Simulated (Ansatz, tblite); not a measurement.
Spin states of the cluster H₂Au₂ (the lowest singlet isomer of a short search), each relaxed with r2SCAN-D4/def2-TZVP in Ansatz. Electronic energies in the gas phase.

In the def2 sets Au takes a core potential; there is no spin–orbit coupling. The xTB rows come from tblite. Correlated methods freeze no core orbitals; core or outer-core shells of Au are correlated, in sets that lack core-valence functions. The structure comes from a short search, and lower isomers may exist.

Singlet geometry:

```xyz
4

Au    0.5959    0.1385   -0.3291
Au   -2.0648    0.2123    0.1049
H    -0.6980   -0.4075    0.7523
H     2.1669    0.0567   -0.5281
```

Triplet geometry (Cs within 0.1 Å):

Cartesian coordinates in Å:
```
Au -0.1914 0.5306 -0.6689
Au 0.5845 -1.0976 1.2563
H 1.2799 -0.4437 -0.1963
H -1.6731 1.0106 -0.3911
```

Quintet geometry:

```xyz
4

Au   -1.0495    0.2458    0.2839
Au    1.4544    1.4335   -0.4790
H     0.7382   -0.2145   -0.1977
H    -1.1431   -1.4648    0.3928
```

⟨S²⟩: triplet 2.01 at PBE0-D4/def2-TZVP (pure 2.00), quintet 6.01 at PBE0-D4/def2-TZVP (pure 6.00).

Only these spin states were relaxed.

Second-order perturbation terms are unreliable where d shells bring near-degenerate states, and here MP2/def2-TZVP lies more than 0.4 eV from the median of the functionals without such a term.

| level | triplet − singlet (kJ/mol) | quintet − singlet (kJ/mol) | lowest of these |
| --- | --- | --- | --- |
| GFN1-xTB | 174.1 | 564.1 | singlet |
| HF/def2-TZVP | 189.3 | 489.5 | singlet |
| PBE0-D4/def2-TZVP | 192.7 | 621.8 | singlet |
| BHLYP-D4/def2-TZVP | 200.3 | 608.4 | singlet |
| ωB97X-V/def2-TZVP | 209.7 | 636.1 | singlet |
| CCSD/def2-TZVPP | 212.5 | 638.2 | singlet |

**Question.** Estimate the rows for GFN2-xTB, HF/def2-TZVPP, r2SCAN-D4/def2-TZVP, r2SCANh-D4/def2-TZVP, ωB97M-V/def2-TZVP, MP2/def2-TZVP.

**Answer.** 
| level | triplet − singlet (kJ/mol) | quintet − singlet (kJ/mol) | lowest of these |
| --- | --- | --- | --- |
| GFN2-xTB | 350.8 | 1012.8 | singlet |
| HF/def2-TZVPP | 186.9 | 482.4 | singlet |
| r2SCAN-D4/def2-TZVP | 181.9 | 612.1 | singlet |
| r2SCANh-D4/def2-TZVP | 183.9 | 611.6 | singlet |
| ωB97M-V/def2-TZVP | 210.4 | 632.9 | singlet |
| MP2/def2-TZVP | 207.7 | 677.5 | singlet |

The xTB methods have no spin-polarisation term.
